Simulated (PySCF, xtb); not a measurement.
C2H9AlN2, SMILES C[NH][AlH][NH]C. The values are those of a single conformer.

Harmonic wavenumbers (cm⁻¹) from xtb 6.7.1 with GFN2-xTB at its own minimum, in rising order: 29, 63, 88, 124, 174, 193, 282, 454, 477, 490, 562, 634, 779, 1007, 1012, 1104, 1108, 1109, 1126, 1312, 1318, 1412, 1415, 1487, 1490, 1499, 1501, 1852, 2903, 2908, 2929, 2933, 2993, 3011, 3318, 3338.

### Question
What does PBE-D3(BJ)/def2-SVP (PySCF) give at its own minimum? (The exact figures need the calculation; the answer reports its results.)

### Answer
57, 93, 116, 150, 186, 204, 356, 430, 481, 522, 589, 661, 774, 1039, 1046, 1096, 1100, 1136, 1142, 1335, 1343, 1402, 1402, 1408, 1411, 1446, 1448, 1902, 2901, 2904, 2951, 2951, 3025, 3026, 3494, 3495. Paired by order, the mean absolute difference is 35 cm⁻¹ and the zero-point energies are 69.2 and 70.1 kcal/mol.
